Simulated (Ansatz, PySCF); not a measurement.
Gas-phase reaction in SMILES: B=N (BNH2) [iminoborane] + H+ → B=[NH2+]
Geometries: B3LYP-D3(BJ)/def2-TZVP minima from Ansatz (a program for electronic structure).
Geometry of the first species:
SMILES: B=N
```xyz
4

B      0.0000     0.0000    -0.6920
N      0.0000     0.0000     0.5409
H      0.0000     0.0000    -1.8589
H      0.0000     0.0000     1.5327
```
Charge 0, spin multiplicity 1.

Quantity: proton affinity (enthalpy at 298 K, with B3LYP-D3(BJ) rigid-rotor harmonic-oscillator terms from PySCF), positive where the reaction releases energy, in eV. Valence correlation only, unless marked. Spin-orbit coupling is left out. Non-relativistic. Basis-set limits of correlation are two-point, X^-3; Hartree-Fock from the larger set. [CCSD(T)-MP2]/basis is that difference in the basis named.

| level | program | proton affinity (eV) | minus last row |
|---|---|---|---|
| HF/aug-cc-pVDZ | Ansatz | 8.46 | 0.49 |
| HF/cc-pwCVTZ | Ansatz | 8.50 | 0.53 |
| PBE-D4/def2-TZVPD | Ansatz + dftd4 | 7.88 | -0.09 |
| TPSS-D4/def2-TZVPD | PySCF + dftd4 | 8.03 | 0.06 |
| M06-L/def2-TZVPD | PySCF | 8.01 | 0.04 |
| r2SCANh-D4/def2-TZVPD | Ansatz + dftd4 | 8.04 | 0.07 |
| MN15-D3(BJ)/def2-TZVPD | PySCF + dftd3 | 7.95 | -0.02 |
| HSE06-D4/def2-TZVPD | Ansatz + dftd4 | 8.04 | 0.07 |
| B2GP-PLYP-D3(BJ)/def2-TZVPD | Ansatz + dftd3 | 7.94 | -0.03 |
| B2GP-PLYP/def2-TZVPD | Ansatz | 7.93 | -0.04 |
| PBE-QIDH/def2-TZVPD | Ansatz | 8.03 | 0.06 |
| MP2/def2-SVP | Ansatz | 7.96 | -0.01 |
| RI-MP2/CBS(cc-pVTZ,cc-pVQZ) | Ansatz | 7.86 | -0.11 |
| SCS-MP2/6-31G* | Ansatz | 8.01 | 0.04 |
| CCSD/aug-cc-pVTZ | Ansatz | 8.09 | 0.12 |
| CCSD/cc-pVTZ | Ansatz | 8.12 | 0.15 |
| CCSD(T)/cc-pwCVTZ | Ansatz | 8.01 | 0.04 |
| CCSDT/cc-pVDZ | Ansatz | 8.11 | 0.14 |
| RI-MP2/CBS(aug-cc-pVTZ,aug-cc-pVQZ)+[CCSD(T)-MP2]/aug-cc-pVDZ | Ansatz | 7.95 | -0.02 |
| RI-MP2/CBS(cc-pVTZ,cc-pVQZ)+[CCSD(T)-MP2]/cc-pVQZ | Ansatz | 7.97 | 0.00 |
| CCSD(T)/CBS(def2-TZVPPD,def2-QZVPPD) | Ansatz | 7.97 | 0.00 |
